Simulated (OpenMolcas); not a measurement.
# 5s² 5p along the 49-electron sequence

```
Program             : OpenMolcas 26.06
Method              : SS-CASPT2, IPEA 0.25 Eh, imaginary shift 0.1 Eh
Basis               : ANO-RCC-VTZP
Scalar Hamiltonian  : DKH2, point nucleus
Spin-orbit coupling : state interaction with AMFI integrals over the reference wave functions, term energies averaged over their components
```

Active space for each ion: 1 electron in 3 orbitals (5p); closed shells correlated by CASPT2: 4d 5s.

Computed levels in cm-1 above ²P°_1/2:

```json
{"Level": "²P°_3/2", "In": "1941", "Sn+": "3660", "Sb2+": "5873", "Te3+": "8385", "I4+": "11312", "Xe5+": "14113"}
{"Level": "weight of ²P° in the lowest level (%)", "In": "100", "Sn+": "100", "Sb2+": "100", "Te3+": "100", "I4+": "100", "Xe5+": "100"}
```

Measured, with the error of the calculation in %. Measured levels: In, Sn+ from NIST Handbook of Basic Atomic Spectroscopic Data; Sb2+, Te3+ from Moore, Atomic Energy Levels, vol. III, NSRDS-NBS 35 (1971 reprint of NBS Circular 467, 1958); Xe5+ from Saloman, J. Phys. Chem. Ref. Data 33, 765 (2004).

```csv
Level,In,Sn+,Sb2+,Te3+,Xe5+
²P°_3/2,2213 (-12.3),4251 (-13.9),6576 (-10.7),9223 (-9.1),15599 (-9.5)
```

The fine-structure level ²P°_3/2 changes by a factor of 7.27 from In to Xe5+. Its fourth root runs 6.64, 7.78, 8.75, 9.57, 10.31, 10.90, with steps per unit of Z of 1.14, 0.98, 0.82, 0.74, 0.59; equal steps would mean a (Z - σ)^4 law with constant σ.

With one active electron, CASPT2 adds the correlation within the correlated inactive shells and between them and that electron, and leaves the splitting within a term as the reference gives it. Measured partners are found by configuration, term and J. A level has none where our copy of the source lacks it or the pairing is in doubt (some pairs that miss far off the trend of their configuration count as doubtful), and it then counts in no deviation. Levels of configurations outside the active space are missing.

° marks odd parity.
